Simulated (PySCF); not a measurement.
## C2H11N3OSi3: core ionisation energies

Species: C2H11N3OSi3.
Cartesian coordinates in Å at the PBE0-D3(BJ)/def2-SVP level; atoms count from 1:
```
atom  x, y, z in Å
C1     3.370   -0.110    0.058
C2     2.101   -0.919    0.016
O3     2.054   -2.050    0.458
Si4    0.467   -0.209   -0.745
N5     0.042    1.288    0.043
Si6   -1.610    1.790    0.273
N7    -2.585    0.540   -0.444
Si8   -2.400   -1.190   -0.321
N9    -0.689   -1.443   -0.388
H10    4.191   -0.706    0.478
H11    3.216    0.792    0.675
H12    3.630    0.239   -0.955
H13    0.670   -0.008   -2.215
H14    0.782    1.851    0.450
H15   -1.861    1.999    1.734
H16   -1.957    3.067   -0.428
H17   -3.334    0.864   -1.048
H18   -3.184   -1.771   -1.456
H19   -2.924   -1.792    0.945
H20   -0.258   -2.253    0.059
```

Method used: PySCF, delta-SCF UKS SCAN, pcX-2 on the ionised atom, pcseg-1 elsewhere, spin-free X2C. These are vertical core ionisation energies against the vacuum level, from separate self-consistent calculations with and without the core hole.

List the computed XPS lines with their assignment.

| atom(s) | bonded to | level | binding energy (eV) | 2p1/2 (eV) | above the level's lowest (eV) | count |
| --- | --- | --- | --- | --- | --- | --- |
| C1 | C and 3 H | C 1s | 291.10 | – | 0.00 | 1 |
| O3 | C (double bond) | O 1s | 537.72 | – | 0.00 | 1 |
| Si4 | 2 N, C and H | Si 2p3/2 | 106.92 | 107.54 | 0.00 | 1 |
| Si4 | 2 N, C and H | Si 1s | 1846.88 | – | 0.00 | 1 |
| N5/N9 | H and 2 Si | N 1s | 404.02 | – | 0.00 | 2 |
| Si6/Si8 | 2 N and 2 H | Si 2p3/2 | 107.10 | 107.73 | +0.18 | 2 |
| Si6/Si8 | 2 N and 2 H | Si 1s | 1847.10 | – | +0.22 | 2 |
| N7 | H and 2 Si | N 1s | 404.13 | – | +0.11 | 1 |

The 2 N 1s values lie within 0.11 eV of each other; Gaussian lines of 0.5 eV full width would blend them into one maximum.

The 2 Si 1s values lie within 0.22 eV of each other; Gaussian lines of 0.5 eV full width would blend them into one maximum.

The 2 Si 2p3/2 values lie within 0.18 eV of each other.

Which photon energy gives electrons from N 1s of N5/N9 a kinetic energy of 50 eV, and what is their de Broglie wavelength?

hν = 404.02 + 50 = 454.02 eV, recoil neglected; λ = 12.264 Å/√(E/eV) = 1.73 Å.

Which photon wavelength matches the N 1s of N5/N9 threshold?

λ = hc/E = 12398.42 eV Å / 404.02 eV = 30.688 Å.

One atom of each set of topologically equivalent atoms was ionised and stands for the set; in this conformer not all members are related by symmetry, and their own values weren't computed. The list is incomplete; no value stands for C 1s of C2 (hole states with ⟨S²⟩ of 1 or more are left out). Spin contamination (⟨S²⟩ against 0.75 for a pure doublet) is marked for O 1s of O3 (0.86), which makes this value less certain. Spin–orbit and ligand-field terms were added within each 2p shell after the spin-free SCF. 2p1/2 minus 2p3/2 (ligand field included): Si 0.63 eV. One conformer (not necessarily the lowest) at the PBE0-D3(BJ)/def2-SVP geometry, without solvent, vibrations or thermal averaging.
